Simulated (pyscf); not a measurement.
## F–SiH(F)–SiH₃ (SMILES F[SiH](F)[SiH3]), singlet

Gas-phase minimum from PySCF at ωB97X-D3(BJ)/def2-SVP, one conformer. 

SMILES: [SiH3][SiH](F)F
```xyz
8

F      0.3882     2.1539    -2.2590
Si     0.9935     1.6530    -0.8394
F      0.8937     2.9041     0.1890
Si    -0.3264    -0.0842    -0.0284
H      2.4309     1.3482    -1.0444
H     -0.2604    -1.2384    -0.9701
H     -1.7339     0.3897     0.0924
H      0.1816    -0.5052     1.3089
```
Charge 0, spin multiplicity 1.

Bonded distances (Å): F1–Si2 1.623, Si2–F3 1.623, Si2–Si4 2.328, Si2–H5 1.484, Si4–H6 1.491, Si4–H7 1.490, Si4–H8 1.491. Bond angles (°): F1–Si2–F3 107.1, F1–Si2–Si4 108.9, F1–Si2–H5 107.7, F3–Si2–Si4 108.6, F3–Si2–H5 107.8, Si4–Si2–H5 116.4, Si2–Si4–H6 109.4, Si2–Si4–H7 109.1, Si2–Si4–H8 109.3, H6–Si4–H7 109.8, H6–Si4–H8 109.4, H7–Si4–H8 109.8.

Properties at ωB97X-D3(BJ)/def2-SVP:

| Item | Result |
|---|---|
| Harmonic wavenumbers, unscaled | 97, 136, 196, 308, 441, 522, 548, 826, 839, 854, 927, 938, 948, 969, 2254, 2263, 2269, 2296 cm⁻¹ |
| Zero-point energy | 25.2 kcal/mol |
| Rotational symmetry number | 1 |
| Entropy of this conformer at 298 K and 1 atm, rigid rotor and harmonic oscillator, modes under 100 cm⁻¹ raised to 100 | 330.7 J/(mol K) |
| Dipole moment | 1.76 D |

Single-point totals, which compare only within one level (frozen core for MP2 and CC):

```
level                   total energy (hartree)
----------------------  ----------------------
ωB97X-D3(BJ)/def2-TZVP              -781.37258
PBE/def2-TZVP                       -780.80838
r²SCAN/def2-TZVP                    -781.17091
B3LYP-D3(BJ)/def2-TZVP              -781.36443
PBE0-D3(BJ)/def2-TZVP               -780.87231
M06-2X/def2-TZVP                    -781.19176
ωB97M-D3(BJ)/def2-TZVP              -781.42040
HF/def2-TZVPP                       -779.31324
MP2/def2-TZVPP                      -780.05880
CCSD/def2-TZVPP                     -780.09374
CCSD(T)/def2-TZVPP                  -780.11671
```

Soft torsions are taken as harmonic, which can shift the entropy by several J/(mol K). The CCSD(T) − MP2 part came from Ansatz, without density fitting, on the same reference.
